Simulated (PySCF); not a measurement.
Nuclear quadrupole coupling in benzyl cyanide

Compound: benzyl cyanide, C₈H₇N.
Geometry (PBE0-D3(BJ)/def2-TZVP, Å), atoms numbered from 1 in this order:
```xyz
16
C8H7N angstrom
N      3.3443   -0.2054    1.6442
C      2.7155   -0.2657    0.6840
C      1.9124   -0.3400   -0.5296
C      0.4452   -0.1003   -0.2633
C     -0.4019   -1.1669    0.0079
C     -1.7461   -0.9467    0.2658
C     -2.2529    0.3440    0.2553
C     -1.4110    1.4128   -0.0140
C     -0.0674    1.1908   -0.2717
H      2.0651   -1.3255   -0.9772
H      2.3001    0.3970   -1.2379
H     -0.0074   -2.1775    0.0192
H     -2.3987   -1.7862    0.4749
H     -3.3036    0.5170    0.4558
H     -1.8013    2.4237   -0.0249
H      0.5897    2.0289   -0.4785
```

Field gradients from the PBE0/pcSseg-2 density (PySCF, non-relativistic), principal values in atomic units, ordered |Vxx| ≤ |Vyy| ≤ |Vzz|:

```
atom     Vxx     Vyy      Vzz
  N1  0.4788  0.4937  -0.9725
```

Find the asymmetry η = (Vxx − Vyy)/Vzz and the couplings χ = eQV/h (234.96 MHz × Q in barn × V in au), with Q(14N) = 0.02044 b.

| atom | environment | nucleus | η | χzz (MHz) | χxx (MHz) | χyy (MHz) |
| --- | --- | --- | --- | --- | --- | --- |
| N1 | nitrile nitrogen | 14N | 0.02 | -4.670 | 2.299 | 2.371 |

The gradient is axial or nearly so (η below 0.05) at N1. The tensor is traceless: Vxx + Vyy + Vzz = 0.

What is Vzz at N1 in SI units (1 au = 9.71736 × 10²¹ V/m²)?

-0.9725 au = -9.450 × 10²¹ V/m².

And the gradient at the other heavy atoms, for which no coupling is worked out here?

```
atom                   environment  Vzz (au)     η
  C2                nitrile carbon    -0.412  0.01
  C3  sp3 carbon next to a nitrile     0.172  0.43
  C4   substituted aromatic carbon     0.271  0.88
  C5            aromatic CH carbon     0.323  0.26
  C6            aromatic CH carbon     0.353  0.18
  C7            aromatic CH carbon     0.349  0.19
  C8            aromatic CH carbon     0.353  0.18
  C9            aromatic CH carbon     0.323  0.26
```

What couplings would deuterons (Q(2H) = 0.00286 b) have in place of the hydrogens, at this geometry?

```
atom  bonded to  bond length (Å)  Vzz (au)     η  χzz (kHz)
 H10         C3            1.093    0.2769  0.02        186
 H11         C3            1.093    0.2768  0.02        186
 H12         C5            1.085    0.2927  0.07        197
 H13         C6            1.084    0.2950  0.06        198
 H14         C7            1.084    0.2954  0.06        198
 H15         C8            1.084    0.2950  0.06        198
 H16         C9            1.085    0.2925  0.07        197
```

One conformer (not necessarily the lowest) at the PBE0-D3(BJ)/def2-TZVP geometry, without solvent, vibrations or thermal averaging.
